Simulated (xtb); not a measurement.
BaF$_{2}$, charge +1, doublet, from a rough starting geometry (GFN-xTB shapes and energies of metal compounds can be far from the true ones) (a state made from the parent by changing its charge; the spin is typed, not shown lowest); GFN2-xTB (xtb).

Input for xtb:
```
$ xtb mol.xyz --gfn 2 --chrg 1 --uhf 1 --opt vtight --json

# file mol.xyz
3

Ba     0.01777084     0.02109276     0.02729199
F     -0.29681323     1.55641789    -1.40892089
F      0.27278122    -1.59345451     1.41284899
```

Problem. What does xtb print? Leave out banner, timings and long lists.

Solution. 
```
   ID    Z sym.   atoms
    1   56 Ba     1
    2    9 F      2, 3

           -------------------------------------------------
          |                Calculation Setup                |
           -------------------------------------------------

           -------------------------------------------------
          |                 G F N 2 - x T B                 |
           -------------------------------------------------

          ...................................................
          :                      SETUP                      :
          :.................................................:
          :  # basis functions                  18          :
          :  # atomic orbitals                  17          :
          :  # shells                            7          :
          :  # electrons                        15          :
          :  max. iterations                   250          :
          :  Hamiltonian                  GFN2-xTB          :
          :  restarted?                      false          :
          :  GBSA solvation                  false          :
          :  PC potential                    false          :
          :  electronic temp.          300.0000000     K    :
          :  accuracy                    1.0000000          :
          :  -> integral cutoff          0.2500000E+02      :
          :  -> integral neglect         0.1000000E-07      :
          :  -> SCF convergence          0.1000000E-05 Eh   :
          :  -> wf. convergence          0.1000000E-03 e    :
          :  Broyden damping             0.4000000          :
          :  net charge                          1          :
          :  unpaired electrons                  1          :
          ...................................................

 iter      E             dE          RMSdq      gap      omega  full diag
   1     -2.9096997 -0.290970E+01  0.103E+02    0.11       0.0  T
   2     -8.8527167 -0.594302E+01  0.387E+01   24.52       1.0  T
   3     -8.9776369 -0.124920E+00  0.395E+01   11.36       1.0  T
   4     -9.0178302 -0.401933E-01  0.383E+01   10.76       1.0  T
   5     -9.0332193 -0.153891E-01  0.367E+01    9.16       1.0  T
   6     -9.0789762 -0.457568E-01  0.368E+01    9.49       1.0  T
   7     -9.0432759  0.357003E-01  0.360E+01    9.33       1.0  T
   8     -9.2328286 -0.189553E+00  0.229E+01    2.21       1.0  T
   9     -9.1462745  0.865542E-01  0.220E+01    3.48       1.0  T
[...]
 * total energy  :    -9.4044250 Eh     change       -0.7905875E-03 Eh
 * total energy  :    -9.4066570 Eh     change       -0.2232042E-02 Eh
 * total energy  :    -9.4116865 Eh     change       -0.5029466E-02 Eh
 * total energy  :    -9.4148011 Eh     change       -0.3114573E-02 Eh
 * total energy  :    -9.4160311 Eh     change       -0.1229978E-02 Eh
 * total energy  :    -9.4161865 Eh     change       -0.1554693E-03 Eh
 * total energy  :    -9.4162123 Eh     change       -0.2581711E-04 Eh
 * total energy  :    -9.4162416 Eh     change       -0.2924958E-04 Eh
 * total energy  :    -9.4162421 Eh     change       -0.5234570E-06 Eh
 * total energy  :    -9.4162427 Eh     change       -0.6241272E-06 Eh
 * total energy  :    -9.4162440 Eh     change       -0.1279245E-05 Eh
 * total energy  :    -9.4162440 Eh     change       -0.1618542E-07 Eh
   *** GEOMETRY OPTIMIZATION CONVERGED AFTER 16 ITERATIONS ***
         :: total energy              -9.416244033001 Eh    ::
[...]
        13                         -0.1844261              -5.0185
        14                         -0.1767700              -4.8102
        15                         -0.1603045              -4.3621
        16                         -0.0373975              -1.0176
        17                          0.1462160               3.9787
      -------------------------------------------------------------
                  HL-Gap            0.0630038 Eh            1.7144 eV
             Fermi-level           -0.7458163 Eh          -20.2947 eV

     #   Z          covCN         q      C6AA      α(0)
     1  56 Ba       1.185     0.943  1345.085   146.363
     2   9 F        0.592     0.028     9.168     3.571
     3   9 F        0.592     0.028     9.168     3.571

 Mol. C6AA /au·bohr⁶  :       1685.398473
 Mol. C8AA /au·bohr⁸  :     439002.530110
 Mol. α(0) /au        :        153.504993

Wiberg/Mayer (AO) data.
largest (>0.10) Wiberg bond orders for each atom

 ---------------------------------------------------------------------------
     #   Z sym  total        # sym  WBO       # sym  WBO       # sym  WBO
 ---------------------------------------------------------------------------
     1  56 Ba   1.662 --     2 F    0.831     3 F    0.831
     2   9 F    1.055 --     1 Ba   0.831     3 F    0.225
     3   9 F    1.055 --     1 Ba   0.831     2 F    0.225
 ---------------------------------------------------------------------------

Topologies differ in total number of bonds
Writing topology from bond orders to xtbtopo.mol

molecular dipole:
                 x           y           z       tot (Debye)
 q only:        1.162       1.249       1.185
   full:        1.812       1.951       1.836       8.221
molecular quadrupole (traceless):
                xx          xy          yy          xz          yz          zz
 q only:       -0.380       2.418       0.369       2.422       2.177       0.011
  q+dip:       -0.226       4.713       0.386       4.416       4.840      -0.160
   full:        1.218       3.239      -0.707       2.281       5.028      -0.511

optimized geometry written to: xtbopt.xyz

           -------------------------------------------------
          | TOTAL ENERGY               -9.416244033001 Eh   |
          | GRADIENT NORM               0.000002540504 Eh/α |
          | HOMO-LUMO GAP               1.714420332745 eV   |
           -------------------------------------------------

normal termination of xtb
```
